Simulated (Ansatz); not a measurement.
Gas-phase reaction R1 + R2 → P1 + P2, each structure at its B3LYP-D3(BJ)/def2-TZVP stationary point, reached from a drawn start (curvature not checked).
R1, SiH4 (SMILES [SiH4]) (charge 0, multiplicity 1):
```xyz
5

Si     0.000     0.000     0.000
H     -0.169     1.223    -0.816
H     -0.744     0.148     1.271
H      1.437    -0.205     0.290
H     -0.524    -1.167    -0.745
```
P1, Si2H6 (SMILES [SiH3][SiH3]) (charge 0, multiplicity 1):
```xyz
8

Si    -1.1661     0.1185    -0.0175
Si     1.1661    -0.1185     0.0175
H     -1.7630    -0.8118    -1.0064
H     -1.5367     1.5059    -0.3883
H     -1.7339    -0.1825     1.3192
H      1.5367    -1.5059     0.3883
H      1.7630     0.8118     1.0064
H      1.7339     0.1825    -1.3192
```
R2, ClH3Si (SMILES [SiH3]Cl) (charge 0, multiplicity 1):
```xyz
5

Si    -0.1324    -0.0059    -0.0047
Cl     1.9305     0.0859     0.0695
H     -0.5199    -1.0088    -1.0157
H     -0.6468     1.3264    -0.3767
H     -0.6315    -0.3977     1.3277
```
P2: HCl (SMILES Cl), charge 0, multiplicity 1.

P less R. No zero-point or thermal terms.

Correlated levels freeze the cores. CBS: X⁻³ extrapolation of the correlation energy, Hartree–Fock from the larger set.

Run with Ansatz (Gaussian orbitals). Each number belongs to the level named beside it.

### Question
What is the computed reaction energy (CCSD(T)/CBS(cc-pV(T+d)Z, cc-pV(Q+d)Z))?

### Answer
22.1 kcal/mol

### Question
What reaction energy does BHLYP/def2-TZVPP give?

### Answer
23.9 kcal/mol

### Question
What is the computed reaction energy (SCS-MP2/cc-pV(Q+d)Z)?

### Answer
24.4 kcal/mol

Ansatz is a quantum-chemistry and plane-wave program.
